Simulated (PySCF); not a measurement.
Field gradients from PBE0/pcSseg-1 densities (PySCF, non-relativistic) at GFN2-xTB geometries, isolated species, one conformer each; χzz is the principal value of largest magnitude, with Q(35Cl) = −0.0817 b, Q(33S) = −0.0678 b. GFN2-xTB bond lengths can be off by several hundredths of an ångström, more for odd bonds, and the gradients follow them. These gradients aren't converged with respect to the basis.

(1) These 35Cl couplings (χzz in MHz, η) are listed in rising order: (-78.97, 0.03); (-73.14, 0.15); (-40.99, 0.06). Assign them to: the vinyl chlorine of `C#C/C=C(/Cl)[SiH2]SC`; the aryl chlorine of `[SiH3]Cc1ccc(Cl)s1`; the silicon-bound chlorine of `Cc1ccc([SiH2]Cl)s1`.

(2) Rank these 33S sites by the size of the quadrupole coupling, smallest first.
A. The sulfur bonded to C and Si of `C#C/C=C(/Cl)[SiH2]SC`
B. The thiophene-type sulfur of `[SiH3]Cc1ccc(Cl)s1`
C. The thiophene-type sulfur of `Cc1ccc([SiH2]Cl)s1`
D. The sulfide sulfur of `CSC1=CC=C(Cl)[SiH2]1`
E. S5 (sulfur bonded to Si and H) in `[CH2:1]=[CH:2][S:3][Si@@H:4]([SH:5])[NH:6][CH3:7]`

Answers

(1) -78.97 MHz, η 0.03: the aryl chlorine of `[SiH3]Cc1ccc(Cl)s1`; -73.14 MHz, η 0.15: the vinyl chlorine of `C#C/C=C(/Cl)[SiH2]SC`; -40.99 MHz, η 0.06: the silicon-bound chlorine of `Cc1ccc([SiH2]Cl)s1`.

(2) C (29.96 MHz), B (31.38 MHz), E (33.16 MHz), A (37.88 MHz), D (42.06 MHz).

All sites together:

```tsv
nucleus	site	Vzz (au)	η	χzz (MHz)
35Cl	the vinyl chlorine of C#C/C=C(/Cl)[SiH2]SC	3.810	0.15	-73.14
35Cl	the aryl chlorine of [SiH3]Cc1ccc(Cl)s1	4.114	0.03	-78.97
35Cl	the silicon-bound chlorine of Cc1ccc([SiH2]Cl)s1	2.135	0.06	-40.99
33S	the thiophene-type sulfur of Cc1ccc([SiH2]Cl)s1	1.881	0.63	-29.96
33S	S5 (sulfur bonded to Si and H) in [CH2:1]=[CH:2][S:3][Si@@H:4]([SH:5])[NH:6][CH3:7]	-2.082	0.77	33.16
33S	the thiophene-type sulfur of [SiH3]Cc1ccc(Cl)s1	1.970	0.76	-31.38
33S	the sulfur bonded to C and Si of C#C/C=C(/Cl)[SiH2]SC	-2.378	0.79	37.88
33S	the sulfide sulfur of CSC1=CC=C(Cl)[SiH2]1	-2.640	0.73	42.06
```
